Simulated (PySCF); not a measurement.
C3H6N2O2Si.
Numbering: `[CH3:1][O:2][c:3]1[n:4][n:5][c:6]([SiH3:7])[o:8]1`

Cartesian coordinates in Å at the PBE0-D3(BJ)/def2-SVP level; atoms count from 1:
```
atom  x, y, z in Å
C1     2.9782    0.4376    0.9514
O2     1.6567    0.9469    1.0699
C3     0.7274    0.2194    0.5109
N4     0.8358   -0.8934   -0.1434
N5    -0.4453   -1.2250   -0.5076
C6    -1.2356   -0.3049   -0.0580
Si7   -3.1056   -0.2104   -0.2186
O8    -0.5260    0.6615    0.6127
H9     3.0510   -0.5564    1.4168
H10    3.6264    1.1529    1.4693
H11    3.2648    0.3519   -0.1069
H12   -3.5216   -1.3700   -1.0496
H13   -3.4832    1.0785   -0.8666
H14   -3.7220   -0.2742    1.1381
```

Definitions: NICS(0) = −σiso at the ring centroid; NICS(1) = −σiso and NICS(1)zz = −σzz at ±1 Å along the ring normal z. Level: GIAO B97-2/pcSseg-1 (PySCF, non-relativistic, gas phase) on the PBE0-D3(BJ)/def2-SVP geometry, one conformer.

Ring bond lengths (Å): C3–N4 1.296, N4–N5 1.372, N5–C6 1.294, C6–O8 1.374, O8–C3 1.333.

Question: What do the NICS probes read (ppm)?

Answer: 
```json
{"ring": "C3–N4–N5–C6–O8", "type": "5-membered ring with 2 N and O; formal bonds all aromatic", "NICS(0)": "-9.0", "NICS(1), two faces": "-9.0 / -9.1", "NICS(1)zz, two faces": "-22.5 / -22.6", "rms pucker (Å)": "0.00", "centre to ring atoms, mean (Å)": "1.13"}
```

Question: What can be read from them?

Answer: 
- C3–N4–N5–C6–O8: mean NICS(1)zz -22.5 ppm, shielded. For a flat ring without four-coordinate atoms the NICS criterion counts such a value as aromatic.

Question: What does the geometric index give? HOMA takes Krygowski's 1993 parameters.

Answer: 
- C3–N4–N5–C6–O8: HOMA 0.32; the largest term is that of C6–O8, α(R − Ropt)² = 1.86.

Question: List the ring angles.

Answer: 
- C3–N4–N5–C6–O8: C3 113.7°, N4 105.3°, N5 107.8°, C6 110.8°, O8 102.4°; sum 540.0° against 540° for a flat convex ring.

Question: How do the values depend on the level or the medium?

Answer: 
| level | NICS(0), C3–N4–N5–C6–O8 | mean NICS(1)zz, C3–N4–N5–C6–O8 |
| --- | --- | --- |
| B97-2/pcSseg-1, gas | -9.0 | -22.5 |
| PBE0/pcSseg-1, gas | -9.0 | -22.7 |
| PBE0/pcSseg-1, IEF-PCM acetone | -9.0 | -22.2 |
| PBE0/pcSseg-1, IEF-PCM chloroform | -8.9 | -22.4 |

The geometry is the same throughout; the continuum's cavity takes Bondi-type radii × 1.2.

The run took 18 s of wall time on an Arm Neoverse V2 with one thread, no GPU, shared host with 96 logical CPUs at a one-minute load of 39, and the process peaked at 0.89 GiB of memory. This is the whole shielding run at B97-2/pcSseg-1, SCF included.
